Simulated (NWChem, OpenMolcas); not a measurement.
# How basis sets differ on HBr (hydrogen bromide)

HBr has 2 atoms, charge 0, and is taken as a singlet. SMILES: `Br`. The coordinates come from a PBE0-D4/def2-TZVP relaxation.

```xyz
2

Br   -0.6032    0.2180   -0.3050
H     0.6032   -0.2180    0.3050
```

Each level gives the dipole moment (D). The values are calculated.

**The experiment to reproduce.** NIST CCCBDB gives the dipole moment of the gas as 0.83 D.

| level | kind | program | value (D) | computed − measured | CPU time |
| --- | --- | --- | --- | --- | --- |
| PBE0/STO-3G | global hybrid | NWChem | 1.29 | +0.46 | 3.1 s |
| PBE0/def2-SVP | global hybrid | OpenMolcas | 1.08 | +0.25 | 13 s |
| PBE0/6-311G** | global hybrid | NWChem | 1.13 | +0.30 | 9.9 s |
| PBE0/cc-pVTZ | global hybrid | OpenMolcas | 0.96 | +0.13 | 7.9 s |

Nearest: PBE0/cc-pVTZ (+0.13 D); farthest: PBE0/STO-3G (+0.46 D). The measured dipole is a vibrational average, so differences of a few hundredths of a debye mean little. All-electron rows without a relativistic Hamiltonian named are non-relativistic. Magnitudes only. Sets without polarisation functions give poor dipoles. Times are those of the runs behind each value, whatever else they computed, on shared processors of several kinds: orders of magnitude only.
